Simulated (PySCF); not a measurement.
**[Yb(NH3)]3+ at several levels of theory**

Computed with PySCF 2.14.0 (density fitting, no spin-orbit coupling) at the geometry relaxed with B3LYP:

```xyz
5
[Yb(NH3)]3+ (singlet in the valence; each metal's 4f electrons, 13 of them, lie in its core potential, out of spins and levels)
Yb    0.0000    0.0000   -0.1169
N     0.0000    0.0000    2.1581
H     0.9456    0.0000    2.6186
H    -0.4728    0.8189    2.6186
H    -0.4728   -0.8189    2.6186
```

| level | basis | state | HOMO (eV) | gap (eV) | charge on Yb1 (e) | population of f-type functions on Yb1 (polarisation alone where 4f lies in the core) | dipole about the centre of mass (D) | largest force component (eV/Å) |
| --- | --- | --- | --- | --- | --- | --- | --- | --- |
| B3LYP | Yb lcecp-1-SVP with ECP59, N def2-SVP, H def2-SVP | singlet | -28.02 | 7.00 | 2.43 | 0.01 | 4.23 | 0.00 |
| B3LYP | Yb lcecp-1-TZVP with ECP59, N def2-TZVP, H def2-TZVP | singlet | -27.95 | 6.98 | 2.55 | 0.01 | 4.28 | 0.39 |

In the lcecp rows the 4f levels are missing from HOMO and gap, and the state counts the valence alone.

Charges are Mulliken's, which hang on the basis. The relaxation used the grid (50, 194), these runs (75, 302) or, all-electron (x2c bases, spin-free X2C Hamiltonian), (99, 590).

Problem. Order these levels, in the first row's basis, by the HOMO–LUMO gap they give here, smallest first.
A. TPSSh
B. BP86
C. BLYP
D. M06-L

Solution. C (5.10 eV), B (5.50 eV), D (6.08 eV), A (6.58 eV).

Problem. And their other results?

Solution. 
| level | state | HOMO (eV) | gap (eV) | charge on Yb1 (e) | population of f-type functions on Yb1 (polarisation alone where 4f lies in the core) | dipole about the centre of mass (D) | largest force component (eV/Å) |
| --- | --- | --- | --- | --- | --- | --- | --- |
| BP86 | singlet | -27.00 | 5.50 | 2.40 | 0.01 | 4.49 | 0.43 |
| TPSSh | singlet | -27.48 | 6.58 | 2.44 | 0.01 | 4.21 | 0.03 |
| M06-L | singlet | -27.00 | 6.08 | 2.48 | 0.01 | 4.04 | 0.20 |
| BLYP | singlet | -26.77 | 5.10 | 2.39 | 0.01 | 4.53 | 0.32 |

In the first row's basis the gap widens with exact exchange: 5.1 to 6.1 eV for BLYP, BP86, M06-L (none); 6.6 to 7.0 eV for TPSSh, B3LYP (a fixed share).

An lcecp potential fixes the number of 4f electrons, so in runs with it no electron can move into or out of that shell.
